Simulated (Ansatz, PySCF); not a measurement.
Gas-phase reaction (SMILES): [F][GeH2][F] + 2 [H][H] (H2) -> 2 F (HF) + [GeH4] (GeH4); energy of full hydrogenation.

Geometries: B3LYP-D3(BJ)/def2-TZVP minima from Ansatz (an electronic-structure program). Valence correlation only, unless marked. No spin-orbit coupling. Frozen are the shells of the preceding noble gas and the d and f shells that filled before the atom's block. Non-relativistic. CBS marks a two-point X^-3 extrapolation of the correlation energy; Hartree-Fock from the larger set. Thermal terms are rigid-rotor harmonic-oscillator values from B3LYP-D3(BJ) frequencies (Ansatz or PySCF) at 298.15 K and 1 atm. 1 Eh = 627.5095 kcal/mol.

```json
[
 {"species": "[F][GeH2][F]", "E, CCSD(T)/CBS(cc-pVTZ,cc-pVQZ) (Ansatz) (Eh)": "-2276.38011", "E, r2SCAN-D4/def2-TZVPD (Ansatz + dftd4) (Eh)": "-2277.96427", "H - E (Eh)": "0.02529"},
 {"species": "[H][H] (H2)", "E, CCSD(T)/CBS(cc-pVTZ,cc-pVQZ) (Ansatz) (Eh)": "-1.17450", "E, r2SCAN-D4/def2-TZVPD (Ansatz + dftd4) (Eh)": "-1.17100", "H - E (Eh)": "0.01336"},
 {"species": "F (HF)", "E, CCSD(T)/CBS(cc-pVTZ,cc-pVQZ) (Ansatz) (Eh)": "-100.39146", "E, r2SCAN-D4/def2-TZVPD (Ansatz + dftd4) (Eh)": "-100.44728", "H - E (Eh)": "0.01259"},
 {"species": "[GeH4] (GeH4)", "E, CCSD(T)/CBS(cc-pVTZ,cc-pVQZ) (Ansatz) (Eh)": "-2077.90558", "E, r2SCAN-D4/def2-TZVPD (Ansatz + dftd4) (Eh)": "-2079.37415", "H - E (Eh)": "0.03354"}
]
```

Q: Work out ΔE and ΔH at 298.15 K at the first level, then ΔH at the second.

A: 
1. ΔE = [2×(-100.39146) + (-2077.90558)] - [(-2276.38011) + 2×(-1.17450)] = 0.04061 Eh = 25.5 kcal/mol at CCSD(T)/CBS(cc-pVTZ,cc-pVQZ).
2. The terms H - E add up to 0.00671 Eh, so ΔH = (0.04061 + (0.00671))×627.5095 = 29.7 kcal/mol.
3. At r2SCAN-D4/def2-TZVPD the same steps give ΔE = 23.6 and ΔH = 27.8 kcal/mol, a shift of -1.9 from the first level.
4. These values are not checked against measurement here, since the tables used lack a sound gas-phase enthalpy of formation for at least one species.
